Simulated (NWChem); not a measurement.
C$_{3}$H$_{6}$Cl$_{2}$; SMILES C(C)(C)(Cl)Cl

Results from NWChem. Pople sets run with spherical d functions. Each level has its own optimisation. Computed dipoles belong to the equilibrium geometry; the measured one is vibrationally averaged.

Measured dipole moment: 2.27 D (NIST CCCBDB, as tabulated in the package chemicals).

| level | dipole moment (D) | computed − measured |
|---|---|---|
| Hartree-Fock/STO-3G | 3.03 | +0.76 |
| Hartree-Fock/3-21G | (withheld) | (withheld) |
| Hartree-Fock/6-31G* | 2.63 | +0.36 |
| B3LYP/6-31G* | 2.51 | +0.24 |
| LDA (Slater exchange, VWN5)/def2-SVP | 1.99 | -0.28 |
| PBE/def2-SVP | (withheld) | (withheld) |
| BLYP/def2-SVP | 2.07 | -0.20 |
| PBE0/def2-SVP | 2.20 | -0.07 |

Problem. Some entries are withheld; supply them.

Solution. 
- PBE/def2-SVP, dipole moment (D): 2.10
- PBE/def2-SVP, computed − measured: -0.17
- Hartree-Fock/3-21G, dipole moment (D): 3.39
- Hartree-Fock/3-21G, computed − measured: +1.12
